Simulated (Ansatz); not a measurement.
BrH₆HfN₃ (`[NH2][Hf]([NH2])([NH2])[Br]`). Total charge 0; spin multiplicity 1. Hf: def2 effective core potential.

Z-matrix (Å, degrees):
```
Hf
N 1 2.025
N 1 2.025 2 106.8
N 1 2.025 2 106.8 3 114.0
Br 1 2.549 2 112.0 3 -123.0
H 2 1.011 1 124.7 3 76.5
H 2 1.010 1 126.2 3 -108.8
H 3 1.011 1 124.7 2 -169.6
H 3 1.010 1 126.2 2 5.2
H 4 1.011 1 124.7 2 76.4
H 4 1.010 1 126.2 2 -108.8
```

Problem. What are the harmonic wavenumbers in cm⁻¹ at PBE0-D4/def2-TZVP (Ansatz, finite differences of forces, unscaled)? (Best estimate.)

Solution. The calculation gave: 96, 96, 138, 148, 148, 236, 252, 252, 339, 461, 464, 464, 493, 507, 507, 627, 627, 649, 1540, 1540, 1542, 3563, 3563, 3565, 3658, 3658, 3659.

Problem. Is this a minimum?

Solution. Yes, all 27 modes are real.

Problem. Give the ideal-gas thermochemistry at 298.15 K and 1 bar (rigid rotor, harmonic oscillator; point group C3, symmetry number 3).

Solution. Zero-point energy 196.1 kJ/mol; H(298) − E = 224.8 kJ/mol; entropy 407.8 J/(mol·K), of which translation 180.3, rotation 113.6, vibration 113.9; G(298) − E = 103.3 kJ/mol. Modes under 100 cm⁻¹ are hindered rotations or soft bends, so the harmonic entropy is rough.

Problem. And at 400, 500, 600, 800 and 1000 K?

Solution. 
```csv
T (K),H − E (kJ/mol),S (J/mol/K),G − E (kJ/mol)
400,240.7,453.5,59.3
500,257.6,491.2,12.0
600,275.4,523.5,-38.7
800,312.9,577.5,-149.0
1000,352.6,621.7,-269.1
```
